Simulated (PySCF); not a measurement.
Some computed properties have been withheld. Give your best values.

Compound: C6H6P2.
Numbering: `[CH2:1]=[CH:2][c:3]1[cH:4][p:5][cH:6][cH:7][p:8]1` (hydrogens: H9, H10 on C1; H11 on C2; H12 on C4; H13 on C6; H14 on C7)

Conformer (atom-mapped SMILES and torsion angles): `[CH2:1]=[CH:2][c:3]1[cH:4][p:5][cH:6][cH:7][p:8]1`: C1–C2–C3–C4 10°.

```tsv
property	level	value
rotational constants A, B, C of the GFN2-xTB geometry	GFN2-xTB	?
dipole moment	CAM-B3LYP/def2-SVPD	?
HOMO energy	CAM-B3LYP/def2-SVPD	?
LUMO energy	CAM-B3LYP/def2-SVPD	-1.37 eV
lowest singlet excitation	TDDFT CAM-B3LYP/def2-SVPD	3.97 eV (312 nm, f = 0.022)
strongest line among the 8 lowest singlet transitions	TDDFT CAM-B3LYP/def2-SVPD	?
lowest triplet excitation (Tamm–Dancoff)	TDA CAM-B3LYP/def2-SVPD	?
static isotropic polarisability	CAM-B3LYP/def2-SVPD	124.8 au
electronic spatial extent ⟨r²⟩ about the centre of nuclear charge	CAM-B3LYP/def2-SVPD	1345 bohr²
13C chemical shifts (computed TMS as zero) by class	GIAO PBE0/pcSseg-1	?
1H chemical shifts (computed TMS as zero) by class	GIAO PBE0/pcSseg-1	?
isotropic shieldings of nuclei other than C and H, by class	GIAO PBE0/pcSseg-1	57 (P8), 66 (P5) ppm
```

Electronic properties: PySCF, gas phase, density fitting.

(1) Give the 13C chemical shifts (computed TMS as zero) by class.

(2) What are the 1H chemical shifts (computed TMS as zero) by class?

(3) What are the rotational constants A, B, C of the GFN2-xTB geometry?

(4) The HOMO energy?

(5) The dipole moment?

(6) The strongest line among the 8 lowest singlet transitions?

(7) Give the lowest triplet excitation (Tamm–Dancoff).

## Answers

(1) 176.6 (C3), 168.6 (C7), 164.5 (C6), 159.4 (C4), 146.9 (C2), 119.3 (C1) ppm.

(2) 10.24 (H12), 9.76 (H14), 9.51 (H13), 7.43 (H11), 6.54 (H10), 5.80 (H9) ppm.

(3) 2.351, 1.248, 0.816 GHz.

(4) -7.83 eV.

(5) 0.15 D.

(6) S5 at 4.97 eV (249 nm, f = 0.520).

(7) 2.35 eV.

The principal polarisabilities are 70.7, 137.9 and 165.8 au; their mean is the isotropic value. In atomic units the dipole is 0.06 e·bohr (1 au = 2.5417 D). The vertical singlet–triplet gap S1 − T1 is 1.62 eV (TDDFT singlet less Tamm–Dancoff triplet; S1: HOMO→LUMO+1, weight 0.57; T1: HOMO→LUMO, weight 0.87). The polarisability is 18.49 Å³ as a volume (1 au = 0.148185 Å³), or 1.73 au for each of the 72 electrons.

One conformer stands for the species.
